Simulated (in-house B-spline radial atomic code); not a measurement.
# One electron outside the 1s2 core: Tb62+

Computed with an all-electron radial atomic-structure program (B-spline basis), no-pair Dirac-Coulomb Hamiltonian, finite nucleus. Rungs: frozen-core Dirac-Hartree-Fock (DHF); Brueckner orbitals from the second-order correlation potential; the same with the Coulomb interaction screened by the core and the hole-particle interaction summed; Breit and QED terms from differences of relaxed Dirac-Fock atoms, where computed. Partial waves beyond l = 6 are extrapolated. The tables show a selection of states; those near core-excited levels, with erratic corrections or far from their DHF start are never shown.

Removal energies (eV):

```tsv
state	DHF	second order	screened	Breit + QED	final
2s1/2	14743.4	14743.6	14743.6	-22.8	14720.9
2p1/2	14584.5	14585	14585	-21.3	14563.7
2p3/2	13732.7	13733.1	13733.1	-9.02	13724.1
3s1/2	6420.9	6420.96	6420.96	-6.71	6414.25
3p1/2	6377.2	6377.32	6377.32	-5.9	6371.42
3p3/2	6123.99	6124.08	6124.08	-2.64	6121.44
3d3/2	6109.56	6109.6	6109.6	-0.198	6109.4
3d5/2	6036.32	?	?	?	?
4s1/2	3562.84	3562.87	3562.87	-	-
4p1/2	3545.02	3545.07	3545.07	-	-
4p3/2	3438.8	3438.83	3438.83	-	-
4d3/2	3432.77	3432.78	3432.78	-0.119	3432.67
4d5/2	3401.72	?	?	?	?
4f5/2	3401.4	3401.41	3401.41	-	-
```

**Question.** What does correlation do to 3d5/2?

**Answer.** It adds 0.03357 eV to the removal energy in second order and 0.03381 eV with screening; Breit and QED add -0.211 eV, for a final 6036.14 eV.

**Question.** What does correlation do to 4d5/2?

**Answer.** It adds 0.01498 eV to the removal energy in second order and 0.0151 eV with screening; Breit and QED add -0.105 eV, for a final 3401.63 eV.

**Question.** How does the lowest state compare with the NIST ionisation energy?

**Answer.** 2s1/2 is bound by 14720.9 eV, without recoil; NIST lists 14721.02 ± 0.1 eV (tabulated theory), a difference of -0.15 eV.

Electric-dipole lines from 2s1/2 (reduced matrix elements in atomic units, length form, static core polarisation, sign of DHF taken positive):

```
upper      DHF  + core polarisation  + Brueckner  λ (nm)   A (s⁻¹)
2p1/2  0.06072              0.06066      0.06066  7.8901  7.59e+09
2p3/2  0.09095              0.09088      0.09088  1.2438  2.17e+12
```

Magnetic hyperfine constants per unit nuclear g factor (MHz, nucleus as a uniformly magnetised ball; they apply to isotopes with nuclear spin):

| state | DHF | + core polarisation | + Brueckner |
| --- | --- | --- | --- |
| 2s1/2 | 1.363e+07 | 1.379e+07 | 1.379e+07 |
| 2p1/2 | 4.436e+06 | 4.471e+06 | 4.472e+06 |
| 2p3/2 | 578200 | 552300 | 552400 |
| 3s1/2 | 4.011e+06 | 4.054e+06 | 4.054e+06 |
| 3p1/2 | 1.342e+06 | 1.35e+06 | 1.35e+06 |
| 3p3/2 | 176200 | 170200 | 170200 |
